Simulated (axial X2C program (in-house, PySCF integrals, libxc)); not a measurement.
## What spin–orbit coupling does to SbF

All values were computed with an axial X2C code built on PySCF integrals. Spin-free means the one-electron spin-free X2C Hamiltonian; two-component (2c) means X2C with spin–orbit coupling and atomic mean-field two-electron Coulomb and Gaunt terms, so the difference of the two also holds small scalar two-electron terms. Basis: Sb dyall-cv3z [11s12p8d4f1g], F dyall-av3z [7s6p3d2f] (cores contracted in-house); Gaussian nuclei, density fitting, unrestricted open shells. Masses: Sb 120.904 u, F 18.998 u.

Spin-free state: M_S = 1, Λ = 0 (beyond evenly filled blocks: π+α, π-α); fragments Sb + F.

```json
{"level": "PBE0", "Re (Å)": "1.921", "ωe (cm⁻¹)": "609.2", "De (eV)": "4.128", "μ (D)": "-2.33"}
{"level": "HF", "Re (Å)": "1.897", "ωe (cm⁻¹)": "647.1", "De (eV)": "2.226", "μ (D)": "-2.49"}
{"level": "MP2", "Re (Å)": "1.933", "ωe (cm⁻¹)": "602.6", "De (eV)": "4.307", "μ (D)": "n/a"}
{"level": "CCSD(T)", "Re (Å)": "1.931", "ωe (cm⁻¹)": "604.2", "De (eV)": "4.031", "μ (D)": "n/a"}
{"level": "PW91", "Re (Å)": "1.948", "ωe (cm⁻¹)": "575.8", "De (eV)": "4.592", "μ (D)": "-2.30"}
```

Correlated methods: 12 electrons correlated (number of frozen shells: Sb 4 s, 3 p, 2 d; F 1 s), 256 virtual spin orbitals or spinors in MP2, 89 natural virtuals in coupled cluster.

Dipoles are positive if F is the positive end.

Two-component determinant lowest at the distance of the search:

Ω = 1 (⟨Sz⟩ = 1.00, ⟨Lz⟩ = 0.00 at HF); fragments Sb + F.

```json
{"level": "PBE0", "Re (Å)": "1.923", "ωe (cm⁻¹)": "606.7", "De (eV)": "4.067", "μ (D)": "-2.34"}
{"level": "HF", "Re (Å)": "1.899", "ωe (cm⁻¹)": "644.7", "De (eV)": "2.176", "μ (D)": "-2.50"}
{"level": "MP2", "Re (Å)": "1.935", "ωe (cm⁻¹)": "600.4", "De (eV)": "4.256", "μ (D)": "n/a"}
{"level": "CCSD(T)", "Re (Å)": "1.932", "ωe (cm⁻¹)": "602.5", "De (eV)": "3.969", "μ (D)": "n/a"}
{"level": "PW91", "Re (Å)": "1.950", "ωe (cm⁻¹)": "573.0", "De (eV)": "4.527", "μ (D)": "-2.31"}
```

Q: From the two tables, how do the constants change at the CCSD(T) level (2c against spin-free)?

A: At the CCSD(T) level Re increases by 0.001 Å and ωe falls by 1.7 cm⁻¹; De changes by -0.062 eV.

One determinant describes the state; a PBE0 search over occupations chose it and may have missed a lower one. Dissociation energies refer to the lowest single-determinant-based atoms at the same level and basis. Density functionals use the spin component along the axis (collinear). CCSD and (T) use frozen natural virtuals with an MP2 correction for the truncation; (T) itself is uncorrected, so its De runs slightly low. In 2c an atomic determinant is not the ground J level, so De misses part of the atomic spin–orbit lowering. This holds for PBE0, PW91. PBE0 can misorder states that lie within some tenths of an eV, so this need not be the ground state of the molecule. The nearest other spin-free determinant of the search, M_S = 0, Λ = 2, lies 0.85 eV up at the distance of the search. The functionals have no current-density term, which raises determinants with orbital currents, atoms included. With several unpaired electrons one determinant need not be a pure state. Open-shell Ω = 0 determinants with evenly filled partner blocks cannot be reached by this program, so the Ω shown need not be the lowest component. This is the Ω = 1 component of a π² triplet; the 0⁺ component is not one determinant and can lie lowest. With the outer-core shells frozen, correlated bond lengths of heavy atoms tend to come out a few hundredths of an ångström too long.
